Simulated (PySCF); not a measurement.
**Computed properties of In(H)(Et)(OH) (C₂H₇InO), SMILES C[CH2][InH][OH]**

In(H)(Et)(OH) (C₂H₇InO), SMILES [CH2]([InH][OH])C. Coordinates come from a B3LYP-D3(BJ)/def2-SVP optimisation. The structure was generated by enumeration; whether it is a known compound was not checked. The def2 effective core potentials stand for the cores of In; spin–orbit coupling is left out. The values are those of a single conformer. All values are computed for the isolated molecule unless a solvent is named; none is compared with measurement here.

**Structure.** The optimised structure has Cs symmetry. All 27 harmonic modes at B3LYP-D3(BJ)/def2-SVP (PySCF) are real, so it is a minimum. With heavy atoms numbered as in [InH:1]([CH2:3][CH3:4])[OH:10], the shortest bond between them is C3–C4 at 1.530 Å and the longest In1–C3 at 2.190 Å.

**Vibrations.** The strongest infrared lines (harmonic, unscaled, degenerate partners summed) lie at 1787 cm⁻¹ (242 km/mol, H 99 %), 764 cm⁻¹ (130 km/mol, H 92 %), 314 cm⁻¹ (108 km/mol, H 87 %, O 9 %). The softest mode is at 54 cm⁻¹ and the zero-point energy is 51.9 kcal/mol.

**Electronic structure.** M06-2X/def2-TZVP (PySCF) places the frontier levels at -8.46 and -0.74 eV, a gap of 7.72 eV, and gives a dipole moment of 2.97 D and a mean polarisability of 64.6 bohr³. PBE/def2-TZVP (PySCF) at the same geometry gives -6.12 and -1.83 eV, so its gap is 3.43 eV narrower. An orbital gap is neither the optical nor the fundamental gap.

**Excitations.** TDA-ωB97X/def2-SVPD (PySCF) has S1 at 5.20 eV (239 nm, f = 0.000, dark); the most intense of the 10 singlets computed lies at 7.99 eV (f = 0.37). T1 (TDA) is at 4.96 eV, 0.24 eV under S1. TDA-PBE/def2-SVPD (PySCF) puts S1 at 4.43 eV. No vertical singlet excitation falls in the visible range (under 3.1 eV).
